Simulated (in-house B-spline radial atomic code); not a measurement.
**The strontium ion Sr³⁺: [Ar] 3d10 4s2 4p5**

All numbers are computed (non-relativistic PBE0, spin-polarised, spherical fractional occupations, exact exchange averaged over the configuration; point nucleus) with an all-electron radial atomic-structure program (B-spline basis), not measured.

Screening seen three ways: the hydrogenic charge with the same mean radius, Z_r = [3n² - l(l+1)]/(2<r>), the one with the same energy, Z_e = n√(-2ε), and Slater's rules. Values are occupation-weighted means over spin.

```tsv
shell	electrons	ε (eV)	<r> (bohr)	Z_r	Z_e	Slater
1s	2	-15710	0.04018	37.33	33.98	37.70
2s	2	-2140.4	0.1769	33.92	25.09	33.85
2p	6	-1951.1	0.1523	32.84	23.95	33.85
3s	2	-362.88	0.5022	26.88	15.49	26.75
3p	6	-293.12	0.5023	24.88	13.92	26.75
3d	10	-167.01	0.4955	21.19	10.51	16.85
4s	2	-70.326	1.352	17.75	9.09	10.60
4p	5	-52.093	1.5	15.33	7.83	10.60
```

The least bound orbital is 4p down at -51.36 eV, and it is also the most diffuse (<r> = 1.503 bohr).
